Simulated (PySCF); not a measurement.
**Diatomics of La with the chalcogens**

HF with double-zeta basis sets in PySCF, for the lowest determinant that a PBE0 search found; no spin–orbit coupling. De refers to high-spin ground-configuration atoms. A positive dipole means M(−)La(+).

| M | basis | reference | state (unpaired electrons) | Re (Å) | ωe (cm⁻¹) | De (eV) | μ (D) |
| --- | --- | --- | --- | --- | --- | --- | --- |
| O | x2c-SVPall | UHF | doublet (σ ↑) | 1.838 | 872 | n/a | 3.87 |
| S | x2c-SVPall | UHF | doublet (σ ↑) | 2.392 | 475 | n/a | 6.58 |
| Se | x2c-SVPall | UHF | doublet (σ ↑) | 2.533 | 319 | n/a | 7.19 |

The shortest bond is that of LaO (1.838 Å), the longest that of LaSe (2.533 Å).

Down a group the atoms grow and get heavier, so bonds lengthen and wavenumbers fall; this series shows no clear exception.

These are scalar-relativistic numbers at best; spin–orbit coupling would shift them, the dissociation energy most. Hartree–Fock leaves out correlation, which carries a large part of most bond energies and some tenths to 1 eV of ionisation energies. The state is the lowest single determinant that the PBE0 search found; with open d or f shells the true ground state can be another one.
